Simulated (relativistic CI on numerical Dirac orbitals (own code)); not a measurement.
Sensitivity of the levels of Ag XIX to α and to the nuclear radius

Computed by Dirac-Coulomb-Breit CI, KLI orbitals optimised for each configuration, derivatives by finite differences, unscaled Slater integrals, QED left out (own radial code, finite nucleus).

Configuration list (outside the closed core [Ar] 3d10): 4s, 4p, 4d, 4f, 5s, 5p, 5d, 5f. Levels of other configurations are missing.

With x = (α/α₀)² − 1 an excitation energy changes as ω = ω₀ + qx; K = 2q/ω₀ is the relative enhancement. Terms are leading LS components, so labels can repeat. The field-shift factor is F = δν/δ⟨r²⟩ for the transition from the lowest level.

Lowest level 4s ²S1/2.

```tsv
Level	ω₀ (cm⁻¹)	q (cm⁻¹)	K	F (GHz/fm²)
4p ²P°1/2	315546	17860	0.113	-81.3
4p ²P°3/2	379968	86890	0.457	-82.6
4d ²D3/2	892486	92980	0.208	-81.5
4d ²D5/2	904209	104800	0.232	-81.5
4f ²F°5/2	1435030	100800	0.141	-79.2
4f ²F°7/2	1435802	101500	0.141	-79.2
5s ²S1/2	1734169	55980	0.0646	-44.9
5p ²P°1/2	1876668	62870	0.067	-79.4
5p ²P°3/2	1904750	92850	0.0975	-80.1
5d ²D3/2	2135347	95520	0.0895	-79.6
5d ²D5/2	2140717	100900	0.0943	-79.6
5f ²F°5/2	2371562	99630	0.084	-78.7
5f ²F°7/2	2372175	100200	0.0845	-78.7
```

At this charge energies of transitions that change n are usually good to better than 1 %, and those within a shell (Δn = 0) to a few per cent.
